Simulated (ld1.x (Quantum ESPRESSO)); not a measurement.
Sb (Z = 51): one change to a TM potential, before and after

ld1.x (Quantum ESPRESSO) 7.5 input, shortened:

```
&input
   title='Sb', zed=51., rel=0, dft='PZ', iswitch=3,
   config='[Kr] 4d10 4f-2 5s2 5p2'
 /
 &inputp
   pseudotype=2, tm=.true., lloc=2,
   nlcc=.true., new_core_ps=.true., rcore=0.60
 /
4
5S  1  0   2.00   0.00  1.70  1.70  0.0
5P  2  1   2.00   0.00  1.75  1.75  0.0
4F  4  3  -2.00  -0.10  1.45  1.45  0.0
4D  3  2  10.00   0.00  0.95  0.95  0.0
 &test
   configts(1)='4d10 5s2 5p2'
 /
```

All-electron outer shells of the reference configuration (LDA (PZ), non-relativistic, ld1.x):

```csv
shell,level (eV),outermost node (bohr),outermost maximum (bohr)
4p,-107.73,0.40,0.77
4d,-43.78,0.38,0.84
5s,-19.87,0.98,1.95
5p,-12.25,1.05,2.27
```

Change: wave 5p (bound): rc 1.75 bohr becomes 5p (bound): rc 2.10 bohr.

Cutoffs: the cutoffs (Ry, on a coarse ladder) from which the occupation-weighted sum of valence levels, in a spherical-Bessel basis at the reference potential, stays within 10 and 1 mRy of its value at 400 Ry; they do not see the model core or the augmentation charge, which bear on the density cutoff. Errors are all-electron minus pseudo energies relative to the spin-unpolarised reference configuration.

Problem. How do hardness, ghosts and transferability respond?

Solution. The potential gets neither clearly harder nor softer (120 Ry and 160 Ry → 120 Ry and 160 Ry); both files keep a bound ghost (p, s); of the 9 tests that both files solve, the error grows in 6 and shrinks in 0 by more than 15 % and 0.3 meV (median size 2.9 → 11.0 meV). More of the atom is replaced by a form fitted at one configuration, so other configurations suffer.

| quantity | base | changed |
| --- | --- | --- |
| cutoff, loose | 120 Ry | 120 Ry |
| cutoff, tight | 160 Ry | 160 Ry |
| loose cutoff by channel (10 mRy a level) | s 25 Ry, p 30 Ry, d 90 Ry | s 25 Ry, p 6 Ry, d 90 Ry |
| bound ghosts | s, p | s, p |
| error for 4d10 5s2 5p3, meV [ΔE -8.56 eV] | +1.1 | +1.6 |
| error for 4d10 5s2 5p1, meV [ΔE 16.23 eV] | +2.3 | +2.5 |
| error for 4d10 5s2 5p0, meV [ΔE 40.92 eV] | +12 | +12 |
| error for 4d10 5s0 5p5, meV [ΔE 5.92 eV] | -2.9 | -11 |
| error for 4d9 5s2 5p4, meV [ΔE 24.23 eV] | -286 | -357 |
| error for 4d9 5s2 5p3, meV [ΔE 34.06 eV] | -245 | -289 |
| error for 4d10 5s2 5p2.5, meV [ΔE -5.18 eV] | +0.3 | +0.4 |
| error for 4d10 5s2 5p2 (spin-polarised), meV [ΔE -0.58 eV] | +1.4 | +5.9 |
| error for 4d10 5s2 5p3 (spin-polarised), meV [ΔE -9.64 eV] | +3.6 | +12 |

 A true bound ghost makes a file unfit for plane-wave use even where its test errors are small: the radial tests pick states by their node count and pass the ghost by.
